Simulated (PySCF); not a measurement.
Species: CH4B2F2.
InChI=1S/CH4B2F2/c2-1-3(4)5/h1-2H2

Torsions of this conformer, `[BH2:1][CH2:2][B:3]([F:4])[F:5]`: B1–C2–B3–F4 -83°.

The closed-shell ground state was solved at several levels (PySCF, density fitting, gas phase, non-relativistic). Geometry: PBE0-D3(BJ)/def2-SVP, one conformer, isolated molecule.

```json
{"level": "PBE0/6-31+G*", "basis functions": "98", "HOMO (eV)": "-9.41", "LUMO (eV)": "-1.85", "gap (eV)": "7.56", "dipole (D)": "1.58"}
{"level": "PBE0/def2-TZVPD", "basis functions": "227", "HOMO (eV)": "-9.39", "LUMO (eV)": "-1.88", "gap (eV)": "7.51", "dipole (D)": "1.53"}
{"level": "PBE0/aug-cc-pVDZ", "basis functions": "151", "HOMO (eV)": "-9.36", "LUMO (eV)": "-1.89", "gap (eV)": "7.47", "dipole (D)": "1.52"}
```

Question: What might PBE0/def2-TZVP (179 basis functions) give for the same quantities?

Answer: HOMO -9.38 eV, LUMO -1.87 eV, gap 7.51 eV, dipole 1.52 D.

Question: Over all these levels, which gives the widest orbital gap and which the narrowest?

Answer: PBE0/6-31+G* has the widest, 7.56 eV, and PBE0/aug-cc-pVDZ the narrowest, 7.47 eV. From the narrowest to the widest the HOMO moves by -0.05 eV and the LUMO by +0.04 eV.

Question: How much does the basis alone move the frontier levels among the 4 PBE0 rows (the withheld one included)?

Answer: The HOMO by 0.05 eV and the LUMO by 0.04 eV. By rising basis size (HOMO, LUMO in eV): 6-31+G* -9.41, -1.85; aug-cc-pVDZ -9.36, -1.89; def2-TZVP -9.38, -1.87; def2-TZVPD -9.39, -1.88.

Question: How far do the dipole and the HOMO energy spread over the levels?

Answer: The dipole runs from 1.52 to 1.58 D (mean 1.54 D) and the HOMO from -9.41 to -9.36 eV.
